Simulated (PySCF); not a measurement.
Compound: C6H5ClO.
Geometry (GFN2-xTB, Å), atoms numbered from 1 in this order:
```
atom  x, y, z in Å
C1    -3.1030    0.2793   -0.3543
C2    -1.8324    0.3178    0.0294
Cl3   -1.3183    1.2459    1.3943
C4    -0.7697   -0.4431   -0.6968
O5    -1.0270   -1.1262   -1.6635
C6     0.5452   -0.2964   -0.1585
C7     1.6743   -0.2092    0.2542
C8     3.0113   -0.0863    0.7700
H9    -3.8807    0.8186    0.1562
H10   -3.3710   -0.3167   -1.2106
H11    3.2778   -0.9992    1.3024
H12    3.7113    0.0577   -0.0525
H13    3.0777    0.7584    1.4548
```

The calculation used TDDFT wB97X-D/def2-SVPD, vertical, gas phase, core orbitals frozen in the response (PySCF 2.14.0, density-fitted response routines).

Ground-to-excited transition dipoles (e·a0, same axes as the geometry; the sign carries no meaning), for the states with f of 0.002 or more among the lowest 4:

| state | E (eV) | μx | μy | μz |
| --- | --- | --- | --- | --- |
| S3 | 4.985 | -0.985 | 0.160 | -0.048 |
| S4 | 5.332 | -1.114 | -0.073 | -0.431 |

Work out the oscillator strengths.

f = (2/3) ΔE |μ|² with ΔE in hartree (27.2114 eV).

```json
{"state": "S3", "|μ|² (au)": "0.997", "|μ| (D)": "2.54", "f": "0.122"}
{"state": "S4", "|μ|² (au)": "1.432", "|μ| (D)": "3.04", "f": "0.187"}
```

What angle do the transition dipoles of S3 and S4 make?

|cos θ| = |μa·μb| / (|μa| |μb|) = 0.93, so θ ≈ 22° (taken between 0 and 90°, since the signs are arbitrary).

How is the summed strength of these states shared among x, y and z?

(2/3) Σ ΔE μα² gives 0.280 for x, 0.004 for y and 0.025 for z, 0.309 in all.

What peak molar absorption coefficient would the strongest computed level give as a lone Gaussian band 0.4 eV wide at half height?

ε(max) = 2.175×10⁸ f / FWHM, with the width in cm⁻¹. S4: 2.175×10⁸ × 0.1870 / 3226 ≈ 13000 L mol⁻¹ cm⁻¹.

One conformer stands for the species.
